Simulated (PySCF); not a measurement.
# Gas-phase thermal properties of Sb₂

Energies from PySCF (xtb for GFN2), thermal terms from the rigid-rotor harmonic-oscillator model, ideal gas at 1 bar. All species are closed-shell singlets. Sb: scalar-relativistic def2 core potential, no spin-orbit coupling. The harmonic model lacks anharmonicity and excited electronic states, which grow with temperature; levels with a mode under 35 cm⁻¹ are left out.

```
level           point group  σ  ZPE (kJ/mol)  S°298 (J/mol/K)  Cp298 (J/mol/K)  S°1000 (J/mol/K)  H1000 − H298 (kJ/mol)
--------------  -----------  -  ------------  ---------------  ---------------  ----------------  ---------------------
GFN2-xTB                D∞h  2           1.7            256.9             36.3             301.7                   26.0
PBE0/def2-TZVP          D∞h  2           1.8            256.0             36.1             300.6                   26.0
```
σ: rotational symmetry number. Electronic degeneracy used: 1. Frequencies are unscaled.
